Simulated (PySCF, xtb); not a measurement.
BI₃, SMILES IB(I)I.

Harmonic wavenumbers (cm⁻¹) from GFN2-xTB (xtb) at its own minimum, in rising order: 105, 105, 209, 296, 737, 737.

Problem. What does PBE0-D3(BJ)/def2-SVP (PySCF 2.14.0) give at its own minimum? (Estimate from the structure and the level; the computed values follow.)

Solution. 105, 105, 199, 323, 736, 736. Paired by order, the mean absolute difference is 6 cm⁻¹ and the zero-point energies are 3.1 and 3.2 kcal/mol.
